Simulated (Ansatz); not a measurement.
The cluster B₃W₃: single points at one geometry.

```yaml
crystal:
  periodic: [false, false, false]
  atoms:
    - {symbol: W, position_ang: [-0.418724, 0.301195, 1.742962]}
    - {symbol: W, position_ang: [1.175267, -0.562497, -0.752877]}
    - {symbol: W, position_ang: [-1.177248, -0.516695, -0.433030]}
    - {symbol: B, position_ang: [0.233988, 1.229347, 0.029547]}
    - {symbol: B, position_ang: [-0.187307, 0.921591, -1.564132]}
    - {symbol: B, position_ang: [0.374014, -1.372941, 0.977530]}
basis:
  gaussian: {orbitals: def2-TZVP, initial_orbitals: start.molden}
magnetization: {spin_polarized: true, initial_magnetization: 1}
hamiltonian: {xc: pbe0, dispersion: d4}
scf: {omitted_lower_state_checks: [starts]}
output: {orbitals: {seedname: orbitals}}
```

The file start.molden holds the orbitals of an earlier run on this structure, at another level or in another basis.

```sh
$ ansatz run in.yaml --threads 4 --pin off --events-out ev --progress --plain --max-ram 4787MiB
```

Shortened log:

```
Functional definition: PBE0
1707 factors; their error is unknown
mean field evaluation 1: about -7495.1595 eV, gradient 5.8e1 eV
mean field evaluation 2: about -7496.7356 eV, gradient 1.7e0 eV
mean field evaluation 4: about -7496.7979 eV, gradient 1.4e-1 eV
mean field evaluation 8: about -7496.7992 eV, gradient 8.2e-5 eV
mean field evaluation 16: about -7496.7992 eV, gradient 5.8e-6 eV
mean field -7496.79918475 eV, -275.5022885264 hartree, gradient 5.8e-6 eV, S^2 0.884000; 0 other end points of the search recorded, 0 dependent functions left out
reference -7496.79921303 eV, -275.5022895657 hartree; 29, 28 occupied and 184, 185 virtual orbitals, 1707 factors
Total energy: -7497.13368458 eV, -275.5145811686 hartree
Checks for a lower state left out: starts
```

Run time 35 s (4 threads of Arm Neoverse V1 on a shared host), peak host memory 1.3 GiB.

First input, but with `gaussian: {orbitals: def2-SVP, initial_orbitals: start.molden}`, `correlation: {method: ccsd_t}`, `scf: {omitted_lower_state_checks: [starts, cluster_reference]}` and without the key `hamiltonian` (abridged; 7 min):

```
Functional definition: HF
mean field evaluation 16: about -7421.8691 eV, gradient 3.0e-6 eV
mean field -7421.86907590 eV, -272.7486578159 hartree, gradient 2.4e-6 eV, S^2 4.222816
3 core orbitals not correlated: weight in the atoms' cores, before any rotation towards them, 1.000 or more for the frozen orbitals, at most 0.000 for the correlated occupied ones
second order -34.93085626 eV of doubles, -0.00000000 eV of singles
cycle   1  -27.86327509 eV  change     7.1e0 eV  update   4.9e-1
cycle   2  -31.47027186 eV  change    -3.6e0 eV  update   2.5e-1
cycle   3  -32.40924508 eV  change   -9.4e-1 eV  update   1.5e-1
cycle   4  -32.93449103 eV  change   -5.3e-1 eV  update   9.3e-2
cycle   5  -33.24070105 eV  change   -3.1e-1 eV  update   5.7e-2
cycle   6  -33.46532719 eV  change   -2.2e-1 eV  update   3.7e-2
cycle   7  -33.44324586 eV  change    2.2e-2 eV  update   2.4e-2
cycle   8  -33.50790237 eV  change   -6.5e-2 eV  update   1.7e-2
cycle   9  -33.58229273 eV  change   -7.4e-2 eV  update   1.1e-2
[...]
cycle  19  -33.57543956 eV  change   -3.9e-5 eV  update   7.4e-4
cycle  20  -33.57636405 eV  change   -9.2e-4 eV  update   6.4e-4
cycle  21  -33.57685509 eV  change   -4.9e-4 eV  update   5.7e-4
cycle  22  -33.57657557 eV  change    2.8e-4 eV  update   4.9e-4
cycle  23  -33.57682533 eV  change   -2.5e-4 eV  update   4.3e-4
cycle  24  -33.57662604 eV  change    2.0e-4 eV  update   3.4e-4
cycle  25  -33.57683822 eV  change   -2.1e-4 eV  update   2.8e-4
cycle  26  -33.57702190 eV  change   -1.8e-4 eV  update   2.0e-4
cycle  27  -33.57704535 eV  change   -2.3e-5 eV  update   1.6e-4
cycle  28  -33.57709773 eV  change   -5.2e-5 eV  update   1.2e-4
cycle  29  -33.57698032 eV  change    1.2e-4 eV  update   8.7e-5
cycle  30  -33.57693924 eV  change    4.1e-5 eV  update   6.3e-5
cycle  31  -33.57690311 eV  change    3.6e-5 eV  update   5.0e-5
cycle  32  -33.57687414 eV  change    2.9e-5 eV  update   3.9e-5
perturbative correction -3.04825154 eV, -0.1120211778 hartree
Total energy: -7458.49420158 eV, -274.0946063591 hartree
Checks for a lower state left out: starts, cluster_reference
```

As the first input, with `hamiltonian: {xc: {name: BHLYP}, dispersion: d4}` (abridged; 43 s):

```
Functional definition: BHLYP
mean field -7485.83277714 eV, -275.0992804803 hartree, gradient 6.3e-6 eV, S^2 1.024354
Total energy: -7486.63266554 eV, -275.1286758366 hartree
Checks for a lower state left out: starts
```

The first input with `gaussian: {orbitals: def2-SVP, initial_orbitals: start.molden}`, `hamiltonian: {xc: pbe, dispersion: d4}` (abridged; 15 s):

```
Functional definition: PBE
mean field evaluation 16: about -7499.2603 eV, gradient 2.1e-5 eV
mean field -7499.26026749 eV, -275.5927316490 hartree, gradient 3.0e-6 eV, S^2 0.776469
Total energy: -7499.65554005 eV, -275.6072576478 hartree
Checks for a lower state left out: starts
```

First input, but with `gaussian: {orbitals: def2-SVP, initial_orbitals: start.molden}` (abridged; 20 s):

```
Functional definition: PBE0
mean field -7493.72371385 eV, -275.3892670556 hartree, gradient 8.6e-6 eV, S^2 0.863003
Total energy: -7494.05821563 eV, -275.4015597695 hartree
Checks for a lower state left out: starts
```

The first input with `hamiltonian: {xc: r2scan, dispersion: d4}` (abridged; 68 s):

```
Functional definition: r2SCAN
mean field evaluation 16: about -7502.6718 eV, gradient 2.5e-5 eV
mean field -7502.67176328 eV, -275.7181018070 hartree, gradient 2.7e-6 eV, S^2 1.035031
Total energy: -7502.74026600 eV, -275.7206192353 hartree
Checks for a lower state left out: starts
```

First input, but with `correlation: {method: mp2}` and without the key `hamiltonian` (abridged; 13 s):

```
Functional definition: HF
mean field evaluation 16: about -7425.4843 eV, gradient 2.5e-6 eV
mean field -7425.48429409 eV, -272.8815146338 hartree, gradient 2.5e-6 eV, S^2 4.278714
3 core orbitals not correlated: weight in the atoms' cores, before any rotation towards them, 1.000 or more for the frozen orbitals, at most 0.000 for the correlated occupied ones
second order -40.78044380 eV of doubles, -0.00000000 eV of singles
Total energy: -7466.26473789 eV, -274.3801683015 hartree
Checks for a lower state left out: starts
```

Geometry: PBE-D4/def2-SVP.

In the def2 sets W takes a core potential; there is no spin–orbit coupling. Correlated methods freeze 3 core orbitals; core or outer-core shells of W are correlated, in sets that lack core-valence functions. At PBE0-D4/def2-TZVP, CCSD(T)/def2-SVP, BHLYP-D4/def2-TZVP, r2SCAN-D4/def2-TZVP and others the charge 0 doublet is spin-contaminated (final ⟨S²⟩ up to 4.28, 0.75 for a pure state). At CCSD(T)/def2-SVP T1 of the charge 0 doublet is large (up to 0.109), so the single-reference result is doubtful. Another isomer (doublet) lies 1.38 eV lower at PBE0-D4/def2-TZVP; other spin states weren't run for this one.
